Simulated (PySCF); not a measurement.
# MB for M along group 12

PBE0 with double-zeta basis sets in PySCF, for the lowest determinant that a PBE0 search found; no spin–orbit coupling. De refers to high-spin ground-configuration atoms. A positive dipole means M(−)B(+).

```
 M     basis  state (unpaired electrons)  Re (Å)  ωe (cm⁻¹)  De (eV)  μ (D)
Zn  def2-SVP               doublet (π ↑)   2.216        329     0.63  -2.30
Cd  def2-SVP               doublet (π ↑)   2.426        272     0.45  -1.93
Hg  def2-SVP               doublet (π ↑)   2.404        241     0.32  -1.59
```

The shortest bond is that of ZnB (2.216 Å), the longest that of CdB (2.426 Å). ZnB is bound most strongly (0.63 eV) and HgB least (0.32 eV).

Down a group the atoms grow and get heavier, so bonds lengthen and wavenumbers fall; the exceptions here are the shorter bond at Hg. Relativity and the filled 4f shell contract the atoms of the sixth period.

Weak bonds: CdB, HgB. Basis-set superposition, not corrected here, can be much of De in a small basis, most of all at correlated wavefunction levels. Functionals without a dispersion term scatter widely for such bonds, and LDA overbinds them. These are scalar-relativistic numbers at best; spin–orbit coupling would shift them, the dissociation energy most. States were picked by a PBE0 search and need not be the measured ground states.
